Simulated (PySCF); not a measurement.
# Computed records: CH9BGeSi

Calculation on a computer-drawn molecule: the log of a Hartree-Fock and frozen-core CCSD(T) single point meant for a local Hartree-Fock minimum, with one planted fault or none, to be diagnosed. Offsets are logged minus clean, where the clean run is the same molecule without the fault. The reference is restricted for singlets and unrestricted otherwise, and also for a bond in bohr or an excited solution. Adding or removing an electron swaps singlet and doublet. The excited solution moves the top pair (singlet) or top alpha electron (doublet) to the lowest empty orbital. Highest occupied and lowest empty are orbital energies over both spins, largest force is the largest gradient component, triples share is (T) over the correlation energy, the T1 limit is 0.02 restricted and 0.045 unrestricted, electrons count all cores, a negative frequency is imaginary (commonest isotopes), and the dipole is about the centre of nuclear charge; on germanium a core potential holds 10 electrons, which the energies leave out, and 3d is frozen in MP2 and coupled-cluster steps. Program: PySCF 2.14.0.

Entry: CH9BGeSi

Logged structure:
```xyz
13
CH9BGeSi
B      0.6716    -0.5160    -0.9594
C      0.1795    -0.0092     0.4299
Si     0.5389    -1.2098     1.8445
Ge     1.0661     1.7441     0.7768
H     -0.0651    -0.5696    -1.9071
H      1.8200    -0.8451    -1.1129
H     -0.8946     0.2047     0.4289
H      1.9890    -1.4994     1.9251
H      0.0950    -0.6301     3.1355
H     -0.1877    -2.4866     1.6408
H      0.3070     2.4567     1.8991
H      1.0273     2.6180    -0.4824
H      2.5251     1.5348     1.1909
```

| Property | Result |
| --- | --- |
| meant charge | 0 |
| meant multiplicity | 1 |
| meant basis | cc-pV(D+d)Z |
| meant basis and core potential on germanium | cc-pVDZ-PP ECP10MDF |
| logged electrons | 66 |
| logged basis functions | 119 |
| logged SCF converged | yes |
| logged spin squared | 0 |
| logged highest occupied | -4.1819 eV |
| logged lowest empty | -4.8919 eV |
| logged largest force | 0.1293 hartree/bohr |
| logged CC converged | no |
| logged dipole magnitude | 3.7755 debye |
| logged SCF stable within its kind | no |
| logged energy HF | -649.54074 hartree |
| possible faults | no fault, one electron removed, one electron added, multiplicity raised by two, geometry at a saddle point, SCF held on an excited solution, minimal basis STO-3G, one bond length entered in bohr, all coordinates scaled |
| planted fault | ? |

Drawn bonds:
```tsv
atom	other atom	order
1	2	1
2	3	1
2	4	1
1	5	1
1	6	1
2	7	1
3	8	1
3	9	1
3	10	1
4	11	1
4	12	1
4	13	1
```

Notes: CCSD not converged.

**Q.** Give the missing planted fault for CH9BGeSi.
**A.** SCF held on an excited solution

Further results for CH9BGeSi:

| Property | Result |
| --- | --- |
| HF energy offset from clean run | 342.1 kcal/mol |
